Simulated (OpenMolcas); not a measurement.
# Ag VI: effect of the active space

```
Program             : OpenMolcas
Method              : CASSCF or its RAS form
Basis               : ANO-RCC-VQZP
Scalar Hamiltonian  : DKH2, point nucleus
Spin-orbit coupling : state interaction with AMFI integrals over the reference wave functions, term energies averaged over their components
```

A. 6 electrons in 5 orbitals (4d); 2S+1 = 5 even, 5 roots; 2S+1 = 3 even, 45 roots; 2S+1 = 1 even, 50 roots; cost roughly 24 core-seconds
B. 12 electrons in 8 orbitals (RAS1 4p, at most 2 holes; RAS2 4d); 2S+1 = 5 even, 5 roots; 2S+1 = 3 even, 45 roots; 2S+1 = 1 even, 49 roots; cost of the order of 60 core-seconds
C. 6 electrons in 10 orbitals (4d 5d); 2S+1 = 5 even, 5 roots; 2S+1 = 3 even, 45 roots; 2S+1 = 1 even, 49 roots; cost about 5 core-minutes

Energies in cm-1 above 4d6 5D4, the measured ground level; measured values from the list in Gamrath, thesis, University of Mons (2023).

| Level | A | B | C | Measured |
| --- | --- | --- | --- | --- |
| 4d6 5D4 | 0.0 | 0.0 | 0.0 | 0.0 |
| 4d6 5D3 | 2520 | 2561 | 2486 | 2692 |
| 4d6 5D2 | 3873 | 3831 | 3796 | 3953 |
| 4d6 5D1 | 4808 | 4753 | 4707 | 4941 |
| 4d6 5D0 | 5244 | 5169 | 5131 | 5380 |
| 4d6 3H6 | 24363 | 25864 | 24100 | 21512 |
| 4d6 3H5 [73 %] | 24944 | 26133 | 24647 | 21812 |
| 4d6 3P2(1) | 25474 | 22629 | 25107 | 21042 |
| 4d6 3F3(1) | 28485 | 27445 | 28115 | 24441 |
| 4d6 3F2(1) | 29588 | 28350 | 29208 | 25306 |
| 4d6 3G5 [73 %] | 31668 | 32186 | 31373 | 27958 |
| 4d6 3P1(1) | 32503 | 29864 | 32176 | 28232 |
| 4d6 3P0(1) [71 %] | 33302 | 30051 | 32931 |  |
| 4d6 3G4 | 33697 | 33685 | 33348 | 29660 |
| 4d6 3G3 | 34400 | 34353 | 34040 | 30361 |
| 4d6 1I6 | 38140 | 40270 | 37726 | 34194 |
| 4d6 3D2 | 38872 | 37029 | 38409 | 32650 |
| 4d6 3D1 | 39466 | 37730 | 39020 | 33558 |
| 4d6 3D3 | 39662 | 38074 | 39250 | 33509 |
| 4d6 1G4(1) | 41838 | 40717 | 41429 | 37481 |
| 4d6 1D2(1) | 49163 | 46605 | 48684 | 41372 |
| 4d6 1F3 | 53689 | 51884 | 53072 | 44724 |
| 4d6 3P0(2) | 60412 | 56637 | 59829 |  |
| 4d6 3P1(2) | 62152 | 58244 | 61250 | 51664 |

Deviations, from unrounded energies. A percentage is the sum of absolute deviations over the sum of measured energies, with the sign that they share, or ± where signs differ.

| Against measurement | Levels | A | B | C |
| --- | --- | --- | --- | --- |
| mean absolute deviation (cm-1) | 21 | 4200 | 3400 | 3900 |
| fine structure of the ground term (%) | 4 | -3.1 | -3.8 | -5.0 |
| other terms of the ground configuration (%) | 17 | +16.4 | +13.3 | +15.1 |

B lies closest to measurement on these levels and A furthest from it. The largest miss of B in the table is 4d6 1F3, by +7200 cm-1. The ranking rests on the paired levels alone, and a cruder setting can come out closer through cancelling errors.

The spin-orbit steps hold different terms of 4d6 (B lacks a 1S; C lacks a 1S), which shifts levels as well.

Among A to C the level of the table that moves most is 4d6 3P1(2), by 3900 cm-1 (lowest in B, highest in A).

Without dynamic correlation excited terms often stand tens of per cent too high (terms of higher spin than the ground term too low), and those without a measured partner can miss by more than the paired ones. Some levels mix across a computed gap that differs much from the measured one, so their mixing is not that of the real levels (holds for A; B). Active for correlation alone: 4p; no level in the range computed is led by a configuration that opens it, so any true level of that kind is missing (holds for B). Active for correlation alone: 5d; no level in the range computed is led by a configuration that fills it, so any true level of that kind is missing (holds for C). Measured partners are found by configuration, term and J. A level has none where our copy of the source lacks it or the pairing is in doubt (some pairs that miss far off the trend of their configuration count as doubtful), and it then counts in no deviation. Levels of configurations outside the active space are missing. Levels that lie high or do not pair safely by name in every column are left out.

A share in square brackets marks a mixed level and gives the weight of the term that names it, the lowest over the columns. A number in round brackets counts repeated terms of one configuration in the order of the reference energies.
